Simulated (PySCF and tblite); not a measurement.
Values are calculated unless marked as measured or tabulated.
System: C5H10O2Si, numbered as in [CH3:1][C:2](=[O:3])/[CH:4]=[C:5](\[CH3:6])[O:7][SiH3:8].

Motion: rotation about the C2–C4 bond (torsion C1–C2–C4–C5 from 180° to 340°, rising). GFN2-xTB gives an electronic barrier of 7.2 kcal/mol and a reaction energy of 5.7 kcal/mol.

Question: What does BHandHLYP/pcSseg-1 + D3(BJ) give on GFN2-xTB geometries?

Answer: A barrier of 9.6 kcal/mol, 2.5 above the tight-binding barrier (from unrounded values), a reaction energy of 6.4 kcal/mol and, with GFN2-xTB thermal terms, ΔG‡(298 K) = 9.5 kcal/mol and k = 1.4×10⁶ s⁻¹ (2 equivalent paths).

Programs: tblite and PySCF.
